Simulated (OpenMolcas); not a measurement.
**How basis sets differ on B2Cl4 (SMILES ClB(Cl)B(Cl)Cl)**

B2Cl4 has 6 atoms, charge 0, and is taken as a singlet. SMILES: `ClB(Cl)B(Cl)Cl`. The coordinates come from a GFN2-xTB relaxation.

Each level gives the vertical electron affinity (to the doublet anion) (eV). The values are calculated.

The electron affinity is E(neutral) − E(anion): positive where the electron is bound.

| level | kind | program | value (eV) | CPU time (all runs) |
| --- | --- | --- | --- | --- |
| HF/STO-3G | Hartree–Fock | OpenMolcas | -1.42 | 3.5 s |
| HF/3-21G | Hartree–Fock | OpenMolcas | 1.32 | 5.9 s |
| HF/6-31G | Hartree–Fock | OpenMolcas | 1.17 | 6.8 s |
| HF/6-31G** (spherical functions) | Hartree–Fock | OpenMolcas | 0.72 | 17 s |
| HF/6-311G** | Hartree–Fock | OpenMolcas | 0.90 | 50 s |
| HF/6-311++G** (RICD fitting) | Hartree–Fock | OpenMolcas | 0.83 | 37 s |
| HF/6-311++G(2d,2p) (RICD fitting) | Hartree–Fock | OpenMolcas | 0.77 | 77 s |

Where it was recorded, the anion's HOMO is positive in HF/STO-3G: a fault of the level (basis or self-interaction), which says nothing on whether the real anion is bound. The values span -1.42 to 1.32 eV. Times are those of the runs behind each value, whatever else they computed, on shared processors of several kinds: orders of magnitude only.
